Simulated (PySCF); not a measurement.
# How methods differ on the ionisation energy of In²⁺

In²⁺ [Kr] 4d10 5s1 (2S) → In³⁺ [Kr] 4d10 (1S), as a difference of total energies. All numbers are calculated (PySCF 2.14, the spin-free X2C one-electron Hamiltonian (Gaussian nucleus), in x2c-QZVPPall with one added diffuse shell each of s, p, d, f type (14s10p8d5f1g, 128 functions)). Correlated levels: valence and next inner shell: [Ar] 3d10 frozen. The calculations carry no spin-orbit coupling.

```json
{"method": "UHF", "ionisation energy (eV)": "26.627", "error (eV)": "-1.417"}
{"method": "LDA", "ionisation energy (eV)": "28.971", "error (eV)": "+0.927"}
{"method": "PBE", "ionisation energy (eV)": "28.565", "error (eV)": "+0.521"}
{"method": "PBE0", "ionisation energy (eV)": "28.208", "error (eV)": "+0.164"}
{"method": "r2SCAN", "ionisation energy (eV)": "28.228", "error (eV)": "+0.184"}
{"method": "wB97M-V", "ionisation energy (eV)": "27.792", "error (eV)": "-0.252"}
{"method": "HSE06", "ionisation energy (eV)": "28.256", "error (eV)": "+0.212"}
{"method": "M06-2X", "ionisation energy (eV)": "27.943", "error (eV)": "-0.101"}
{"method": "MP2 (valence and next inner shell)", "ionisation energy (eV)": "28.065", "error (eV)": "+0.021"}
{"method": "SCS-MP2 (valence and next inner shell)", "ionisation energy (eV)": "27.810", "error (eV)": "-0.234"}
```

Reference: 28.044 eV (measured; NIST Atomic Spectra Database, ionization energies).

Errors of the correlated levels include the incompleteness of this basis and the frozen core.
